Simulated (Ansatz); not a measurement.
Ansatz (a quantum-chemistry and plane-wave program) input for CH₃BrMgO, SMILES [Br][Mg][O]C, CAM-B3LYP/def2-SVPD. The structure is a stationary point at PBE-D3(BJ)/def2-SVP. The structure was generated by enumeration; whether it is a known compound was not checked. Other conformers were not sampled.

Ansatz 0.2 input:
```yaml
crystal:
  periodic: [false, false, false]
  atoms:
    - {symbol: Mg, position_ang: [0.00000000, -0.00000000, -0.60225997]}
    - {symbol: Br, position_ang: [-0.00000000, 0.00000000, 1.75296680]}
    - {symbol: O, position_ang: [-0.00000000, -0.00000000, -2.37669227]}
    - {symbol: C, position_ang: [0.00000000, 0.00000000, -3.76137069]}
    - {symbol: H, position_ang: [-0.89651421, 0.51760272, -4.18165196]}
    - {symbol: H, position_ang: [0.89651421, 0.51760272, -4.18165196]}
    - {symbol: H, position_ang: [-0.00000001, -1.03520543, -4.18165196]}
basis:
  gaussian:
    orbitals: def2-SVPD
hamiltonian:
  xc: {name: CAM-B3LYP}
```

Output:

```
WARN ansatz: RAYON_NUM_THREADS=1 ignored (pool sized by the plan → 1); use --threads N
Functional definition: CAM-B3LYP
integrals: 0.08 GiB planned
1228 factors; their error is unknown
integrals: 0.11 GiB planned
435 factors; integrals over basis functions are off by at most 2.5e-5 eV
mean field: 0.73 GiB planned
mean field evaluation 1: about -78610.1883 eV, gradient 5.4e1 eV
mean field evaluation 2: about -78598.5035 eV, gradient 9.6e1 eV
mean field evaluation 4: about -78616.1878 eV, gradient 3.7e0 eV
mean field evaluation 8: about -78616.3628 eV, gradient 5.8e-2 eV
mean field evaluation 16: about -78616.3628 eV, gradient 2.2e-5 eV
mean field -78616.36278576 eV, -2889.0980442921 hartree, gradient 2.2e-5 eV, S^2 0.000000; 0 other end points of the search recorded, 0 dependent functions left out
reference -78616.36291299 eV, -2889.0980489676 hartree; 32, 32 occupied and 97, 97 virtual orbitals, 1228 factors
Total energy: -78616.36291299 eV, -2889.0980489676 hartree
```

The calculation finished and met its thresholds.

Cost: about 5 core-seconds (a rough figure).
